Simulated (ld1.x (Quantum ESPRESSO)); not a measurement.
# u(r) = r·R(r): atom against pseudo-atom (silicon)

Columns: radius, all-electron u(r) and pseudo u(r) of the 2p shell (level -110.82 eV) of silicon in the configuration [He] 2s2 2p6 3s2 3p0.5; LDA (PZ), non-relativistic, ultrasoft scheme, ld1.x (Quantum ESPRESSO) 7.5.

```tsv
r (bohr)	all-electron	pseudo
0.053	0.1693	0.0163
0.105	0.4753	0.0628
0.158	0.7774	0.1375
0.210	1.0113	0.2320
0.262	1.1723	0.3403
0.315	1.2677	0.4567
0.368	1.3063	0.5707
0.420	1.3021	0.6724
0.473	1.2669	0.7591
0.525	1.2115	0.8226
0.578	1.1414	0.8627
0.630	1.0650	0.8771
0.683	0.9836	0.8677
0.735	0.9033	0.8381
0.788	0.8232	0.7916
0.840	0.7477	0.7350
0.893	0.6750	0.6714
0.945	0.6082	0.6077
0.998	0.5452	0.5453
1.050	0.4884	0.4884
1.102	0.4365	0.4365
1.155	0.3884	0.3884
1.208	0.3450	0.3450
1.260	0.3066	0.3066
1.313	0.2714	0.2714
1.365	0.2405	0.2405
```

How many radial nodes do the two functions have?

The all-electron 2p function has n − l − 1 = 0; the pseudo-wave has 0.

At about which radius was the pseudo-wave matched?

1.05 bohr. The columns agree to 0.0005 from 0.94 bohr on; several derivatives are matched, so the curves merge somewhat inside the radius.

Where does each function peak?

Outermost all-electron maximum near 0.37 bohr, pseudo maximum near 0.63 bohr (to the table’s step).

Is the pseudo-wave norm-conserving?

No, it belongs to an ultrasoft set: the norm inside the radius is not constrained, and the difference is carried by the augmentation charge.
